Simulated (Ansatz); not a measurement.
SnClH3 (SnH3Cl), relaxed as a singlet with RKS PBE0-D4/def2-TZVP in Ansatz, starting from the GFN2-xTB geometry. Force threshold 0.02 eV/Å.

In the def2 sets Sn takes a core potential; there is no spin–orbit coupling.

Start:

Cartesian coordinates in Å:
```
Sn -0.035 0.000 -0.138
Cl 0.520 -0.007 2.074
H -0.704 -1.487 -0.516
H 1.360 0.264 -1.024
H -1.140 1.231 -0.396
```

(1) Estimate the energy that the relaxation releases and the steps that it takes.

(2) Does the start keep its bonding and symmetry?

(3) Predict the relaxed structure.

Results:

(1) 0.05 eV, in 3 steps; 2.8 s on 4 threads of Arm Neoverse V2 on a shared host. No frequencies were taken in this run, so the end may be a saddle point.

(2) By distances, no bond broke or formed. The bond that changes most is Sn1–Cl2, from 2.28 to 2.33 Å (atoms count from 1). Point group C3v at the start, C3v at the end, both within 0.05 Å.

(3) 
```xyz
5

Sn   -0.044    0.001   -0.177
Cl    0.522   -0.008    2.086
H    -0.717   -1.526   -0.503
H     1.404    0.271   -1.026
H    -1.165    1.263   -0.380
```
Bond lengths: 1 × Cl–Sn 2.33 Å; 3 × H–Sn 1.70 Å.
